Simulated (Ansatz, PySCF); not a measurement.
Molecule: C$_{3}$H$_{9}$OSi (charge 0, doublet). It need not be the lowest isomer of its formula. SMILES: C[Si](C)([O])C
Coordinates optimised at B3LYP-D3(BJ)/def2-TZVP (Ansatz, a quantum-chemistry and plane-wave program):
```xyz
14

Si     0.0082     0.0083     0.0818
C      1.8240     0.2933    -0.2720
C     -0.6901    -1.3594    -1.0196
C     -0.9593     1.5971    -0.1266
O     -0.2274    -0.6622     1.5842
H      1.9634     0.6770    -1.2860
H      2.3911    -0.6337    -0.1743
H      2.2478     1.0237     0.4204
H     -0.5901    -1.0302    -2.0578
H     -1.7434    -1.5378    -0.8069
H     -0.1382    -2.2898    -0.8908
H     -2.0225     1.4337     0.0564
H     -0.8407     1.9905    -1.1394
H     -0.6100     2.3623     0.5697
```
Charge 0, spin multiplicity 2.

Property: atomisation energy (electronic, to ground-state atoms), in kJ/mol. Valence correlation only, unless marked. UHF or UKS for open shells. Spin-orbit coupling is left out. Non-relativistic. The coupled-cluster limit lacks core correlation, which all-electron functionals hold. Basis-set limits of correlation are two-point, X^-3; Hartree-Fock from the larger set. The bracket is a focal-point correction in the basis named.

| level | program | atomisation energy (kJ/mol) |
|---|---|---|
| HF-D4/def2-TZVPD | PySCF + dftd4 | 4077.0 |
| r2SCAN/def2-TZVPD | Ansatz | (withheld) |
| PBE0/def2-SVP | Ansatz | (withheld) |
| BHLYP/def2-TZVPD | Ansatz | 5116.1 |
| LC-wPBE/def2-TZVPD | Ansatz | (withheld) |
| B2GP-PLYP-D4/def2-TZVPD | Ansatz + dftd4 | 5178.7 |
| RI-MP2/CBS(cc-pV(T+d)Z,cc-pV(Q+d)Z)+[CCSD(T)-MP2]/cc-pV(D+d)Z | Ansatz | 5252.1 |

Question: Fill in the missing entries.

Answer: 
- r2SCAN/def2-TZVPD, atomisation energy (kJ/mol): 5271.1
- PBE0/def2-SVP, atomisation energy (kJ/mol): 5239.0
- LC-wPBE/def2-TZVPD, atomisation energy (kJ/mol): 5233.6
